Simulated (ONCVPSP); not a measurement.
**How hard is this Ti (Z = 22) ONCV potential?**

ONCVPSP 4.0.1 input, shortened (lines: element, Z, core and valence counts, functional; n l f; lmax; l rc ep ncon nbas qcut; lloc lpopt rc5 dvloc0; l nproj debl; icmod fcfact rcfact), PBE, scalar-relativistic:

```
  Ti 22.00    4    3        4      upf
    1    0    2.00
    2    0    2.00
    2    1    6.00
    3    0    2.00
    3    1    6.00
    3    2    2.00
    4    0    2.00
    2
    0    3.05    0.00    3    6    2.40
    1    1.05    0.00    4    9    7.30
    2    1.50    0.00    4    9   10.40
    4    5    0.70    6.00
    0    3    4.00
    1    2    2.70
    2    2    4.00
    0    0.00    0.00
```

**Question.** For each optimised wave give the share of its norm inside rc, the residual kinetic energy above qcut (Ha) and the cutoffs (Ha) for errors of 10, 1, 0.1 and 0.01 mHa per electron.

**Answer.**

| wave | norm inside rc | residual KE | 10 mHa | 1 mHa | 0.1 mHa | 0.01 mHa |
| --- | --- | --- | --- | --- | --- | --- |
| 4s | 0.409 | 1.8e-04 | 1.2 | 2.2 | 3.8 | 10.2 |
| s projector 2 | 0.151 | 3.0e-01 | 12.7 | 20.4 | 44.1 | 95.7 |
| s projector 3 | 0.123 | 1.4e+00 | 16.3 | 20.7 | 40.0 | 79.5 |
| 3p | 0.524 | 6.6e-04 | 14.4 | 19.7 | 161.8 | 248.2 |
| p projector 2 | 0.050 | 1.4e-04 | 12.6 | 17.2 | 31.5 | 151.9 |
| 3d | 0.562 | 1.1e-06 | 31.5 | 39.0 | 45.0 | 49.5 |
| d projector 2 | 0.163 | 3.8e-05 | 37.7 | 45.4 | 51.5 | 93.9 |

The occupied waves need 39 Ha and 162 Ha for 1 and 0.1 mHa.
